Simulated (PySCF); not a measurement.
SMILES c1(ccc(cc1)O[SiH3])[SiH3] (C6H10OSi2), singlet at its GFN2-xTB optimised geometry (Å):

```
19

Si    -2.4127    -2.6739     0.0209
O     -0.8505    -2.2261     0.0030
C     -0.2145    -1.0378     0.0000
C     -0.8916     0.1749    -0.0015
C     -0.1840     1.3615    -0.0014
C      1.2070     1.3824     0.0002
Si     2.1774     2.9977    -0.0039
C      1.8687     0.1569     0.0000
C      1.1786    -1.0378     0.0000
H     -2.2342    -4.1161     0.0381
H     -3.1115    -2.1892    -1.1718
H     -3.0932    -2.1601     1.2122
H     -1.9720     0.1732    -0.0021
H     -0.7288     2.2951    -0.0013
H      1.2401     4.1161     0.1144
H      2.9332     3.1112    -1.2551
H      3.1115     3.0060     1.1255
H      2.9495     0.1386     0.0009
H      1.6987    -1.9840     0.0008
```

Method: PBE0/def2-SVP run with PySCF. Cells within 0.4 Å of a nucleus heavier than hydrogen are left out (blank, or x).

Map of the log10 of the electron density (e/bohr³), floored at −4 on the plane z = 0.0 Å:

```
|00000000000000000000000000000|
|00000000000000000000000000000|
|00000000000000012221000000000|
|00000000000000134443210000000|
|00000000000001346664322100000|
|00000000000001357876543200000|
|00000000000122357877654310000|
|0000000000134444679x765310000|
|000000000135665567xx765310000|
|00000000013688767777654310000|
|00000000023688888886543200000|
|0000000023467xx8xx86432100000|
|00000001356788888887653200000|
|000000024788x87678x8875200000|
|000000025788x87678x8875300000|
|00000012456788878887764200000|
|0000012344567xx8xx86542100000|
|00001245555688888886421000000|
|000013566678x9767886410000000|
|000023568x79xx755775310000000|
|00001356xx8888644554200000000|
|00001346787666432222000000000|
|00000245787643210000000000000|
|00000135787532000000000000000|
|00000024566421000000000000000|
|00000012444310000000000000000|
|00000001222100000000000000000|
|00000000000000000000000000000|
|00000000000000000000000000000|
```
Scale: ten equal steps from -4.00 (start of '0') to -0.084 (end of '9'), in the order '0123456789'; x runs from -6.50 to 6.50, y from -6.50 (bottom) to 6.50 (top).
